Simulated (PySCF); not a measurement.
```xyz
4

S     -0.9925     0.0760    -0.7620
Ga     0.7395    -0.0575     0.6234
H     -1.9196     0.1234     0.2079
H      2.1725    -0.1419    -0.0693
```

Charge 0, multiplicity 2.

Task: Give the Mulliken and meta-Löwdin atomic charges from PBE0-D4/def2-TZVP run with PySCF.

Result: 
| atom | Mulliken (e) | meta-Löwdin (e) |
|---|---|---|
| S1 | -0.34 | -0.26 |
| Ga2 | 0.22 | 0.20 |
| H3 | 0.17 | 0.11 |
| H4 | -0.05 | -0.05 |
